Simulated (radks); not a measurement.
Results of a calculation; reference values are marked as such.
Radial electron density D(r) = 4 pi r^2 rho(r) of an atom or ion with 22.75 electrons. Code: a radial shooting solver on a logarithmic mesh with Libxc functionals. Model: non-relativistic Kohn-Sham, PBE, spin-polarised, spherical densities, point nucleus.

r (bohr)  D(r) (e/bohr)   spin D(r)
0.002888         0.9585  0.00000175
0.003283          1.214  0.00000242
0.003701          1.511  0.00000330
0.004173          1.876  0.00000457
0.004705          2.323  0.00000642
0.005305          2.865  0.00000913
0.005981          3.522   0.0000132
0.006798          4.367   0.0000197
0.007665          5.316   0.0000291
0.008642          6.437   0.0000433
0.009744          7.745   0.0000651
0.01099           9.254   0.0000982
0.01239           10.97    0.000149
0.01408           13.03    0.000232
0.01587           15.15    0.000352
0.0179            17.42    0.000534
0.02018           19.78    0.000806
0.02275           22.14     0.00121
0.02565           24.41     0.00181
0.02892           26.45     0.00269
0.03287           28.21     0.00405
0.03706           29.33     0.00589
0.04179           29.83     0.00846
0.04712           29.65      0.0120
0.05312           28.83      0.0167
0.0599            27.51      0.0228
0.06808           25.81      0.0311
0.07676           24.30      0.0405
0.08654           23.27      0.0514
0.09758           23.05      0.0631
0.11              23.84      0.0746
0.124             25.59      0.0842
0.141             28.17      0.0903
0.159             30.66      0.0898
0.1792            32.48      0.0817
0.2021            32.94      0.0660
0.2278            31.62      0.0445
0.2569            28.54      0.0219
0.292             23.87     0.00482
0.3292            19.14     0.00400
0.3712            15.08      0.0249
0.4185            12.47      0.0704
0.4718            11.62       0.137
0.532             12.21       0.213
0.5998            13.49       0.283
0.6817            14.63       0.332
0.7686            14.76       0.342
0.8667            13.75       0.316
0.9771            11.78       0.263
1.102             9.314       0.196
1.242             6.822       0.130
1.412             4.532      0.0726
1.592             2.898      0.0355
1.795             1.757      0.0134
2.024             1.016     0.00243
2.282            0.5616    -0.00171
2.572            0.2942    -0.00245
2.924            0.1367    -0.00187
3.297           0.06042    -0.00111
3.717           0.02368   -0.000545
4.191          0.008018   -0.000222

What is the nuclear charge?

Answer. Z = 25. The innermost maximum, from 1s, lies near 1/Z = 0.04 bohr (found: 0.0431), and its height grows with Z. The density is that of the manganese ion Mn2.25+ in [Ne] 3s2 3d(up 2.5, down 2.5) 3p(up 3, down 2.75); the configuration itself is not fixed sharply by these data, and Z only to about a unit. D(r) has 3 maxima, at r = 0.0431, 0.197, 0.733 bohr, and minima at 0.0945, 0.472 bohr, inside which lie 2.13, 10.63 electrons.
